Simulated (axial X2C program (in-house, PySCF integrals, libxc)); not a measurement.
# Potential curves of PSe⁺, with spin–orbit coupling in a model world with the speed of light multiplied by 2

All values were computed with an axial X2C code built on PySCF integrals. Two-component (2c) means X2C with spin–orbit coupling and atomic mean-field two-electron Coulomb and Gaunt terms; the speed of light was multiplied by 2, so these are model numbers, not those of the real molecule. Basis: Se dyall-v3z [8s9p5d1f], P dyall-v3z [8s7p2d1f] (cores contracted in-house); Gaussian nuclei, density fitting, unrestricted open shells. Masses: Se 79.917 u, P 30.974 u.

State: Ω = 0 (closed shell). Energies in cm⁻¹ from the fragments at the same level (Se+ + P). Fits are polynomials in 1 − R0/R over 0.85 to 1.23 times the lowest point R0.

```tsv
R (Å)	PBEsol	PBE0
1.7061	-36039	-29941
1.7845	-44677	-38298
1.8433	-48516	-41876
1.9022	-50646	-43709
1.9610	-51445	-44182
2.0296	-51110	-43437
2.0983	-49768	-41661
2.1865	-47032	-38343
2.2944	-42739	-33316
2.4512	-35685	-25191
```

Occupations by symmetry block were frozen at the best pattern of an incomplete PBE0 search. The closed shell is kept restricted, so the energy runs too high when the bond is stretched far. De is counted from the lowest determinant-based energies of the atoms at the same level, without counterpoise correction.

(1) Fit the PBEsol curve near its minimum: give the equilibrium distance, the harmonic wavenumber and the well depth.

(2) Fit the PBE0 curve near its minimum: give the equilibrium distance, the harmonic wavenumber and the well depth.

Answers

(1) At PBEsol, 2c: Re = 1.976 Å, ωe ≈ 643 cm⁻¹, De = 6.38 eV to Se+ + P; Be follows as 0.193 cm⁻¹.

(2) At PBE0, 2c: Re = 1.956 Å, ωe ≈ 681 cm⁻¹, De = 5.48 eV to Se+ + P; Be follows as 0.197 cm⁻¹.
